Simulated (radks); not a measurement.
The lead ion Pb3+, 79 electrons, occupied as [Xe] 4f14 5d10 6s0.5 6p0.5 (fractional occupations, a model configuration).

Calculated with a radial shooting solver on a logarithmic mesh with Libxc functionals: Dirac Kohn-Sham, PBEsol, spin-unpolarised, spherical densities, point nucleus; open shells are shared between the two j in proportion to 2j + 1.

Energy parts (Ry):
total: -41841.5881
kinetic: 48719.3169
electron-nucleus: -105764.3747
Hartree: 15970.9085
exchange-correlation: -767.4389

Orbitals (lengths in bohr, moments of r in powers of bohr):
orbital,occ.,eigenvalue (Ry),<r^2>,<r^4>,<1/r>,<r>,small-component weight
1s1/2,2,-6466.510,0.0003572,3.535e-07,101.4,0.01605,9.79e-02
2s1/2,2,-1157.393,0.005364,0.00005068,25.07,0.06690,2.26e-02
2p1/2,2,-1111.513,0.003776,0.00002989,25.01,0.05488,2.27e-02
2p3/2,4,-950.6397,0.004958,0.00004822,19.96,0.06380,1.99e-02
3s1/2,2,-279.4383,0.03477,0.001831,9.190,0.1740,7.59e-03
3p1/2,2,-258.7538,0.03160,0.001586,9.098,0.1645,7.54e-03
3p3/2,4,-222.8631,0.03794,0.002255,7.778,0.1807,6.74e-03
3d3/2,4,-188.8918,0.02893,0.001478,7.679,0.1570,6.63e-03
3d5/2,6,-181.2537,0.03065,0.001641,7.386,0.1619,6.42e-03
4s1/2,2,-64.92022,0.1668,0.04012,3.904,0.3842,2.62e-03
4p1/2,2,-55.97503,0.1692,0.04233,3.793,0.3854,2.52e-03
4p3/2,4,-47.18199,0.2005,0.05929,3.335,0.4200,2.21e-03
4d3/2,4,-32.62093,0.2084,0.06843,3.139,0.4247,2.01e-03
4d5/2,6,-30.98007,0.2192,0.07563,3.036,0.4358,1.93e-03
5s1/2,2,-12.73950,0.8171,0.9601,1.622,0.8538,7.05e-04
4f5/2,6,-12.12405,0.2434,0.1159,2.696,0.4508,1.57e-03
4f7/2,8,-11.75412,0.2503,0.1226,2.656,0.4571,1.54e-03
5p1/2,2,-9.68468,0.9376,1.300,1.499,0.9119,6.17e-04
5p3/2,4,-8.03387,1.134,1.912,1.331,1.003,5.20e-04
5d3/2,4,-3.80929,1.802,5.347,1.049,1.250,3.36e-04
5d5/2,6,-3.61212,1.924,6.115,1.011,1.292,3.15e-04
6s1/2,0.5,-2.79714,4.840,33.93,0.6190,2.082,1.30e-04
6p1/2,0.166667,-2.10045,6.466,61.54,0.5309,2.402,9.70e-05
6p3/2,0.333333,-1.89068,7.714,86.80,0.4814,2.626,8.27e-05

The highest occupied level is 6p3/2 at -25.724 eV. The density falls to 0.001 e/bohr^3 at r = 3.54 bohr.
